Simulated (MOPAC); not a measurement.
A run for MOPAC: PM3 on O2+, 2S+1 = 2, a spin state set in the input, which need not be the lowest, a point of a bond scan (R = 1.021 Å). Charge +1.

```
PM3 1SCF PRECISE CHARGE=1 UHF MS=0.5 THREADS=1
O2

O      0.00000000 1     0.00000000 1     0.00000000 1
O      0.00000000 1     0.00000000 1     1.02140100 1
```

It printed:

```
*******************************************************************************
 **                                                                           **
 **                              MOPAC v23.2.5                                **
 **                                                                           **
 *******************************************************************************
 ** MOPAC's Digital Object Identifier: https://doi.org/10.5281/zenodo.6511958 **
 **                                                                           **
 ** Please cite the open-source release paper for use of this MOPAC version:  **
 ** J. E. Moussa and J. J. P. Stewart (2026)                                  **
 ** MOPAC: An open-source semiempirical molecular orbital program             **
 ** J. Open Source Softw., 11(119), 8025, https://doi.org/10.21105/joss.08025 **
 *******************************************************************************

                              PM3 CALCULATION RESULTS

 *******************************************************************************
 *  PM3        - The PM3 Hamiltonian to be used
 *  UHF        - UNRESTRICTED HARTREE-FOCK CALCULATION
 *
 *
 *
 *                 CHARGE ON SYSTEM = +1
 *
 *
 *
 *  MS=        - IN MECI, MAGNETIC COMPONENT OF SPIN =  0.5
 *  PRECISE    - TIGHTER CRITERIA TO BE USED
 *  1SCF       - DO 1 SCF AND THEN STOP
 *  THREADS=1  - MULTI-THREADING NOT USED
 *  T=         - A TIME OF 172800.0 SECONDS REQUESTED
 *  DUMP=N     - RESTART FILE WRITTEN EVERY 7200.0 SECONDS REQUESTED
 *******************************************************************************
PM3 1SCF PRECISE CHARGE=1 UHF MS=0.5 THREADS=1
 O2

   ATOM   CHEMICAL          X               Y               Z
  NUMBER   SYMBOL      (ANGSTROMS)     (ANGSTROMS)     (ANGSTROMS)

     1       O          0.00000000  *   0.00000000  *   0.00000000  *
     2       O          0.00000000  *   0.00000000  *   1.02140100  *



          CARTESIAN COORDINATES

    NO.       ATOM           X           Y           Z

     1         O          0.0000      0.0000      0.0000
     2         O          0.0000      0.0000      1.0214

  O: (PM3): J. J. P. STEWART, J. COMP. CHEM. 10, 209 (1989).

           Empirical Formula: O2  =     2 atoms



      MOLECULAR POINT GROUP   :   D*h


          UHF CALCULATION, NO. OF ALPHA ELECTRONS =    6
                           NO. OF BETA  ELECTRONS =    5

 -------------------------------------------------------------------------------
 PM3 1SCF PRECISE CHARGE=1 UHF MS=0.5 THREADS=1
 O2



     1SCF WAS SPECIFIED, SO BFGS WAS NOT USED
     SCF FIELD WAS ACHIEVED


                              PM3 CALCULATION
                                                       MOPAC v23.2.5 Linux




          FINAL HEAT OF FORMATION =        280.33558 KCAL/MOL =    1172.92405 KJ/MOL


          COSMO AREA              =         48.30 SQUARE ANGSTROMS
          COSMO VOLUME            =         30.61 CUBIC ANGSTROMS

          IONIZATION POTENTIAL    =         21.036906 EV
          ALPHA SOMO LUMO (EV)    =        -21.037-10.325
          BETA  SOMO LUMO (EV)    =        -27.761 -9.992
          NO. OF ALPHA ELECTRONS  =          6
          NO. OF BETA  ELECTRONS  =          5
          MOLECULAR WEIGHT        =         31.9988         POINT GROUP:  D*h

          MOLECULAR DIMENSIONS (Angstroms)

            Atom       Atom       Distance
            O     2    O     1     1.02140
            O     2    O     1     0.00000
            O     1    O     2     0.00000


          SCF CALCULATIONS        =          1





   ATOM   CHEMICAL          X               Y               Z
  NUMBER   SYMBOL      (ANGSTROMS)     (ANGSTROMS)     (ANGSTROMS)

     1       O          0.00000000  *   0.00000000  *   0.00000000  *
     2       O          0.00000000  *   0.00000000  *   1.02140100  *

                             CARTESIAN COORDINATES

   1    O        0.000000000     0.000000000     0.000000000
   2    O        0.000000000     0.000000000     1.021401000


           Empirical Formula: O2  =     2 atoms



      MOLECULAR POINT GROUP   :   D*h


          ALPHA EIGENVALUES
 -54.89983 -41.44423 -31.52465 -30.53716 -28.04650 -21.03691 -10.32495  -3.84306


           BETA EIGENVALUES
 -54.77174 -41.09134 -30.24618 -29.58087 -27.76130  -9.99203  -9.32672  -3.38805


              NET ATOMIC CHARGES AND DIPOLE CONTRIBUTIONS

  ATOM NO.   TYPE          CHARGE      No. of ELECS.   s-Pop       p-Pop
    1          O           0.500000        5.5000     1.85918     3.64082
    2          O           0.500000        5.5000     1.85918     3.64082
 DIPOLE           X         Y         Z       TOTAL
 POINT-CHG.     0.000     0.000     0.000     0.000
 HYBRID         0.000     0.000    -0.000     0.000
 SUM            0.000     0.000     0.000     0.000


          ATOMIC ORBITAL ELECTRON POPULATIONS

     Atom    s        px        py        pz
    1  O   1.85918   1.50000   1.00000   1.14082
    2  O   1.85918   1.50000   1.00000   1.14082


                    (SZ)    =    0.500000
                    (S**2)  =    0.750005


          ATOMIC ORBITAL SPIN POPULATIONS

    Atom   Total    s     px     py     pz
         Atomic
    1  O  0.5000  0.001  0.500  0.000 -0.001
    2  O  0.5000  0.001  0.500  0.000 -0.001

 **********************
 *                    *
 * JOB ENDED NORMALLY *
 *                    *
 **********************




 == MOPAC DONE ==
```

The run finished.

Cost: around 0.020 core-seconds (rough).
